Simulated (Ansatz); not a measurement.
**Ligand exchange: CH3Br + C2H6OSn → CH4O + C2H5BrSn**

Species: CH3Br (bromomethane) `CBr`, singlet; C2H6OSn `C[CH2][Sn][OH]`, singlet; CH4O (methanol) `CO`, singlet; C2H5BrSn `C[CH2][Sn][Br]`, singlet. The partners trade Br for OH: C–Br and Sn–OH bonds give way to C–OH and Sn–Br.

Shapes, held fixed at every level: PBE0-D4/def2-TZVP. Flexible molecules stand in one conformer, not always the lowest. Programs: Ansatz 0.2.0. The zero-point and thermal change to 298 K, harmonic and unscaled (PBE0-D4/def2-TZVP), is +5.8 kJ/mol.

| level | kind | ΔH(298 K) (kJ/mol) | less CCSD(T)/def2-TZVPP |
| --- | --- | --- | --- |
| HF/def2-SVP | Hartree–Fock | -85.4 | -49.3 |
| r2SCAN-D4/def2-TZVPP | meta-GGA | -39.7 | -3.6 |
| B3LYP-D4/def2-TZVPP | global hybrid | -44.1 | -8.0 |
| r2SCAN0-D4/def2-TZVPP | global hybrid | -48.6 | -12.5 |
| wB97M-V/def2-TZVPP | range-separated hybrid | -40.8 | -4.7 |
| MP2/def2-TZVPP | perturbation theory | -34.9 | +1.2 |
| CCSD(T)/def2-SVP | coupled cluster or CI | -59.5 | -23.4 |
| CCSD(T)/def2-TZVPP | coupled cluster or CI | -36.1 | 0.0 |

The highest level, CCSD(T)/def2-TZVPP, gives ΔH(298 K) = -36.1 kJ/mol; the levels span -85.4 to -34.9. The column of differences is taken from that level and isn't an error. No measured value is set beside it here. For atoms past krypton def2 sets carry core potentials with scalar relativity. Relativity is left out for Br unless named. Correlated rows may include outer-core shells of Br, Sn, which these sets cover unevenly.
